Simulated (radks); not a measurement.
Values are calculated unless marked as measured or tabulated.
Problem. The mean radii <r> (bohr) of the occupied orbitals of an atom or ion are listed with their occupations. Code: a radial shooting solver on a logarithmic mesh with Libxc functionals. Model: scalar-relativistic Kohn-Sham, SCAN, spin-polarised, spherical densities, finite nucleus; meta-GGA in the generalised Kohn-Sham scheme; Fermi nuclear charge, rms radius of each element as measured or else 0.836 A^(1/3) + 0.57 fm.

| orbital | occ. | <r> |
|---|---|---|
| 1s up | 1 | 0.04855 |
| 1s down | 1 | 0.04852 |
| 2s up | 1 | 0.2108 |
| 2s down | 1 | 0.2112 |
| 2p up | 3 | 0.1833 |
| 2p down | 2 | 0.1838 |

Name the element and its charge. Open shells, if any, are filled with parallel spins first.

Solution. Z = 31, gallium, charge +22: Ga22+ in [He] 2s2 2p5. The 1s radius gives Z: for a bare nucleus <r> = (2 gamma + 1)/(2Z) with gamma = sqrt(1 - (Z/c)^2), 0.04755 bohr for Z = 31, and screening makes it slightly larger (0.04855 here). The occupations add up to 9, and the charge is Z minus that.
